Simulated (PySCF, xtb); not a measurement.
SnClI3, SMILES [Cl][Sn]([I])([I])[I].

Harmonic wavenumbers (cm⁻¹) from GFN2-xTB in xtb at its own minimum, in rising order: 46, 46, 62, 79, 79, 146, 217, 217, 300.

Task: What does PySCF with PBE-D3(BJ)/def2-SVP give at its own minimum? (The exact figures need the calculation; the answer reports its results.)

Result: 46, 46, 66, 85, 85, 159, 217, 217, 361. Paired by order, the mean absolute difference is 10 cm⁻¹ and the zero-point energies are 1.7 and 1.8 kcal/mol.
